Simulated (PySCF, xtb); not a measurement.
C2H6FInO, SMILES [InH]([F])[O]CC. The values are those of a single conformer.

Harmonic wavenumbers (cm⁻¹) from GFN2-xTB run with xtb at its own minimum, in rising order: 56, 70, 93, 198, 261, 279, 321, 338, 400, 460, 820, 920, 1070, 1082, 1137, 1237, 1317, 1383, 1449, 1459, 1470, 1569, 2812, 2892, 2919, 3017, 3030.

**Question.** What does B3LYP-D3(BJ)/def2-SVP in PySCF give at its own minimum? (The exact figures need the calculation; the answer reports its results.)

**Answer.** 62, 96, 120, 193, 315, 387, 402, 464, 533, 586, 816, 906, 1093, 1134, 1171, 1298, 1373, 1403, 1463, 1481, 1496, 1864, 2979, 3018, 3026, 3107, 3111. Paired by order, the mean absolute difference is 70 cm⁻¹ and the zero-point energies are 45.8 and 48.5 kcal/mol.
